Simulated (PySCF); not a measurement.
# SbI₃: from structure and modes to constants

Level of theory: PySCF, PBE0, basis Sb def2-SVP with ECP28, I def2-SVP with ECP28 (scalar-relativistic core potentials, no spin–orbit coupling, density fitting).

The singlet minimum has C3v symmetry. Masses (u): Sb 120.90382, I 126.90447.

```xyz
4
charge 0 multiplicity 1, angstrom
Sb    0.0000    0.9600   -0.1497
I    -0.0016    0.0676    2.4363
I     2.0945   -0.4909   -1.1455
I    -2.0929   -0.4913   -1.1482
```

Harmonic wavenumbers (cm⁻¹): 55.5 (e, ×2), 74.5 (a1, ×1), 197.8 (a1, ×1), 198.9 (e, ×2).

Problem. What is the harmonic zero-point energy?

Solution. Half the sum of all 6 wavenumbers, 781/2 = 391 cm⁻¹, which is 4.7 kJ/mol (1 cm⁻¹ = 0.0119627 kJ/mol).

Problem. Find the vibrational entropy and heat capacity at 298.15 K.

Solution. With u = 1.43878 ω/T, each mode gives S = R[u/(eᵘ−1) − ln(1−e⁻ᵘ)] and C = R u² eᵘ/(eᵘ−1)².
```csv
ω (cm⁻¹),u,S (J/(mol K)),C (J/(mol K))
55.5 (×2),0.268,19.29,8.26
74.5,0.360,16.86,8.23
197.8,0.955,9.01,7.71
198.9 (×2),0.960,8.97,7.70
```
The sums over all modes are S = 82.4 and C = 47.9 J/(mol K); the softest mode gives 23 % of the entropy (each member, where degenerate).
